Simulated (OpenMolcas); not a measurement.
Potential curves of ZrN: spin-free states

Calculated with OpenMolcas 26.06: state-averaged CASSCF(7,9) over Zr 5s 4d, N 2p, XMS-CASPT2 (IPEA 0.25, imaginary shift 0.2 hartree), scalar X2C, ANO-RCC-VDZP, then RASSI spin–orbit state interaction with atomic mean-field integrals. C2 symmetry about the axis (a holds Σ, Δ, Γ; b holds Π, Φ, H; Σ⁺ and Σ⁻ are not told apart); roots by multiplicity and irrep: 2a 5, 2b 4, 4b 4.

XMS-CASPT2 energies in eV from the lowest point. Curves are followed by energy order within each symmetry, so they are adiabatic and may change character at avoided crossings; Σ⁺ and Σ⁻ are counted together.

```csv
R (Å),(1)2Σ,(1)2Δ,(2)2Δ,(1)4Π,(1)4Φ
1.515,1.154,2.523,4.467,5.632,5.665
1.582,0.432,1.775,3.390,4.298,4.329
1.633,0.132,1.435,2.808,3.582,3.609
1.683,0.000,1.278,2.411,3.063,3.088
1.742,0.006,1.246,2.155,2.661,2.685
1.885,0.506,1.597,2.146,2.355,2.373
```

Left out for impure symmetry, kinks or missing points, though low: (1)2Π, (1)2Φ. Only roots inside an energy window near the equilibrium distance were included, so the list of states is not complete; labels number the states computed. Each spin and symmetry block has orbitals of its own, averaged over its own roots, so gaps between blocks are less sure than gaps within one and near the minimum can be off by tenths of an eV, in bad cases by more. No Rydberg orbitals are active, so Rydberg states, and σ→σ* states whose orbital the CASSCF left unused, can be missing between those listed. No roots were computed in block 4a (none fell in the window or the block failed), so states of that kind are missing and can lie low or lowest. For d and f metals this valence active space lacks a second d shell: the order of states is not reliable within half an eV or more, and the lowest computed state need not be the true ground state. Points that failed a check (symmetry, reference weights, a jump) are left out.
